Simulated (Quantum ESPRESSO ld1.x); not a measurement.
Input file for ld1.x (Quantum ESPRESSO 7.5):

```
 &input
    zed=43.0,
    iswitch=1,
    rel=1,
    lsd=1,
    dft='PZ',
    config='[He] 2s2 2p0 3s0',
    verbosity='high',
    prefix='ld1',
    max_out_wfc=37,
    file_charge='ld1.rho',
 /
```

Command: `OMP_NUM_THREADS=1 ld1.x < ld1.in > ld1.out`

Output:

```
     Program LD1 v.7.5 starts

     --------------------------- All-electron run ----------------------------

     scalar relativistic calculation

     atomic number is 43.00
     dft =PZ   lsd =1 sic =0 latt =0  beta=0.20 tr2=1.0E-14
     Exchange-correlation= PZ
                           (   1   1   0   0   0   0   0)
     mesh =2047 r(mesh) = 100.16310 a.u. xmin = -8.00 dx = 0.00800
     1 Ry =  13.60569312 eV, c = 137.03599908

     n l     nl                  e(Ry)          e(Ha)          e(eV)
     1 0     1S 1( 1.00)   -1783.093508419    -891.546754209 -24260.2230851
     2 0     2S 1( 1.00)    -423.935825986    -211.967912993  -5767.9407522
     2 1     2P 1( 0.00)    -409.434268640    -204.717134320  -5570.6370131
     3 0     3S 1( 0.00)    -181.982796872     -90.991398436  -2476.0020879
     1 0     1S 2( 1.00)   -1783.093508419    -891.546754209 -24260.2230851
     2 0     2S 2( 1.00)    -423.935825986    -211.967912993  -5767.9407522
     2 1     2P 2( 0.00)    -409.434268640    -204.717134320  -5570.6370131
     3 0     3S 2( 0.00)    -181.982796872     -90.991398436  -2476.0020879

     final scf error:  3.6E-15 reached in  12 iterations

     Etot =   -4601.486140 Ry,   -2300.743070 Ha,  -62606.408332 eV
     Total magnetization:    0.00 Bohr mag.

     Ekin =    4830.023100 Ry,    2415.011550 Ha,   65715.812071 eV
     Encl =   -9575.948148 Ry,   -4787.974074 Ha, -130287.411864 eV
     Eh   =     208.529992 Ry,     104.264996 Ha,    2837.195073 eV
     Exc  =     -64.091083 Ry,     -32.045542 Ha,    -872.003612 eV

     normalization and overlap integrals

     s(1S/1S) =  1.000000  <r> =   0.0341  <r2> =    0.0016  r(max) =   0.0223
     s(1S/2S) = -0.010202
     s(1S/3S) = -0.005147
     s(2S/2S) =  1.000000  <r> =   0.1400  <r2> =    0.0229  r(max) =   0.1209
     s(2S/3S) = -0.003330
     s(2P/2P) =  1.000000  <r> =   0.1198  <r2> =    0.0173  r(max) =   0.0951
     s(3S/3S) =  1.000000  <r> =   0.3224  <r2> =    0.1182  r(max) =   0.3106
     s(1S/1S) =  1.000000  <r> =   0.0341  <r2> =    0.0016  r(max) =   0.0223
     s(1S/2S) = -0.010202
     s(1S/3S) = -0.005147
     s(2S/2S) =  1.000000  <r> =   0.1400  <r2> =    0.0229  r(max) =   0.1209
     s(2S/3S) = -0.003330
     s(2P/2P) =  1.000000  <r> =   0.1198  <r2> =    0.0173  r(max) =   0.0951
     s(3S/3S) =  1.000000  <r> =   0.3224  <r2> =    0.1182  r(max) =   0.3106

     ------------------------ End of All-electron run ------------------------
```

Run on one thread of a shared host, so times are rough (Intel(R) Xeon(R) Processor @ 2.60GHz): 0.5 s of CPU time, 1.4 s wall, 12 iterations on 2047 mesh points.
